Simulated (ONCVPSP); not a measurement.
**carbon: one change to an ONCV potential, before and after**

ONCVPSP 4.0.1 input, shortened (lines: element, Z, core and valence counts, functional; n l f; lmax; l rc ep ncon nbas qcut; lloc lpopt rc5 dvloc0; l nproj debl; icmod fcfact rcfact), PBE, non-relativistic:

```
  C 6.00    1    2        4      upf
    1    0    2.00
    2    0    2.00
    2    1    2.00
    1
    0    0.95    0.00    4    8    5.80
    1    1.80    0.00    3    6    8.70
    0    5    0.95    0.00
    0    0    0.70
    1    3    2.60
    0    0.00    0.00
```

Change: p: qcut 5.2.

Cutoffs: the cutoffs (Ha) at which the residual kinetic energy of the hardest occupied pseudo-wave falls to 1 and 0.1 mHa per electron; they do not see the model core or the augmentation charge, which bear on the density cutoff. Errors are all-electron minus pseudo energies relative to the spin-unpolarised reference configuration.

**Question.** How do hardness, ghosts and transferability respond?

**Answer.** The potential gets neither clearly harder nor softer (20 Ha and 80 Ha → 20 Ha and 80 Ha); the s channel sets the loose cutoff, while the largest relative change is in p, which becomes softer; of the 4 tests that both files solve, the error grows in 3 and shrinks in 0 by more than 15 % and 0.3 meV (median size 106.2 → 203.5 meV); neither file shows a bound ghost.

```tsv
quantity	base	changed
cutoff, loose	20 Ha	20 Ha
cutoff, tight	80 Ha	80 Ha
loose cutoff by channel	s 20 Ha, p 19 Ha	s 20 Ha, p 12 Ha
bound ghosts	none	none
GHOST(+) flags under 300 eV	none	none
error for 2s2 2p1, meV [ΔE 10.87 eV]	+18	+40
error for 2s2 2p0, meV [ΔE 35.02 eV]	+194	+367
error for 2s1 2p0, meV [ΔE 83.20 eV]	+441	+778
error for 2s1 2p3, meV [ΔE 8.46 eV]	+2.2	-2.5
s: phases at 0.96 bohr within 0.05 rad from the reference energy up to (Ha; the scan ends near 5)	to the end of the scan	to the end of the scan
p: phases at 1.82 bohr within 0.05 rad from the reference energy up to (Ha; the scan ends near 5)	to the end of the scan	to the end of the scan
```
